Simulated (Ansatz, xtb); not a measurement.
# Relative energy of two isomers of BrGeH5SSi

Structure a is `[SH][GeH2][SiH2]Br`, a singlet and structure b is `S[SiH2][GeH2][Br]`, a singlet. Both are isolated molecules in the gas phase, relaxed with B3LYP/def2-SVP, each in the lowest conformer that the search found.

a (Å):

```csv
atom,x (Å),y (Å),z (Å)
Br,0.6205,1.6944,1.0090
Ge,-2.1243,0.3234,-1.1624
S,-3.4362,0.3215,0.6714
Si,0.1551,0.0413,-0.4579
H,-2.6761,1.2258,1.3343
H,-2.6187,-0.8711,-2.0052
H,-2.2949,1.6274,-1.9747
H,0.3465,-1.2587,0.2411
H,1.1254,0.1495,-1.5842
```

b (Å):

```xyz
9

Br   -1.3522    1.4087   -0.2802
Ge    0.6641    0.9642    0.8504
S     3.5760   -1.3922    0.7678
Si    1.7651   -0.8382   -0.2916
H     2.9360   -1.8481    1.8708
H     2.2249   -0.3763   -1.6287
H     0.8260   -1.9860   -0.4394
H     1.4752    2.2763    0.8401
H     0.2838    0.6130    2.3056
```

Quicker runs give these differences E(b) − E(a): GFN2-xTB −1.41 kcal/mol; HF/STO-3G +1.91 kcal/mol (at GFN2-xTB geometries); r2SCAN-D4/def2-SVP −0.03 kcal/mol (at GFN2-xTB geometries).

Problem. Estimate which is lower in electronic energy at CCSD(T)/def2-SVP + ΔMP2/def2-TZVPP, and by roughly how much.

Solution. Too close to call at this level: CCSD(T)/def2-SVP + ΔMP2/def2-TZVPP gives E(b) − E(a) = +0.16 kcal/mol.

How the difference moves with the method:

| level | geometry | E(b) − E(a) (kcal/mol) | departure from the last row (kcal/mol) | job, with rough time for the two |
| --- | --- | --- | --- | --- |
| GFN2-xTB | GFN2-xTB | −1.41 | −1.57 | optimisation, 0.16 s |
| HF/STO-3G | GFN2-xTB | +1.91 | +1.75 | single point, 0.62 s |
| r2SCAN-D4/def2-SVP | GFN2-xTB | −0.03 | −0.19 | single point, 2.8 s |
| B3LYP/def2-SVP | B3LYP/def2-SVP | −0.79 | −0.95 | optimisation, 43 s |
| HF/def2-SVP | B3LYP/def2-SVP | −1.03 | −1.20 | part of the CCSD(T) run |
| MP2/def2-SVP | B3LYP/def2-SVP | +0.17 | +0.01 | part of the CCSD(T) run |
| CCSD(T)/def2-SVP | B3LYP/def2-SVP | +0.01 | −0.15 | single point |
| CCSD(T)/def2-SVP + ΔMP2/def2-TZVPP | B3LYP/def2-SVP | +0.16 |  | single point, 34 s |

As drawn, b has 1 S–Si, 1 Br–Ge in place of 1 Ge–S, 1 Br–Si.

The largest departure from CCSD(T)/def2-SVP + ΔMP2/def2-TZVPP is that of HF/STO-3G, 1.75 kcal/mol. The last row adds to CCSD(T) the change of the MP2 difference between the two basis sets, here +0.15 kcal/mol.

With thermal terms from frequencies at re-optimised GFN2-xTB minima (ideal gas, soft modes damped towards free rotors, one conformer each, 298.15 K, 1 atm): on the last row, ΔE + ΔZPE = −0.21, ΔH = −0.09, ΔG = −0.28 kcal/mol.

The correlated steps freeze 28 core orbitals; the filled d shell of Br and Ge is correlated, in a basis made for valence electrons. Codes used: Ansatz 0.2.0, xtb 6.7.1; the last row on 2 threads of Intel(R) Xeon(R) 6975P-C (Granite Rapids) on a shared host.
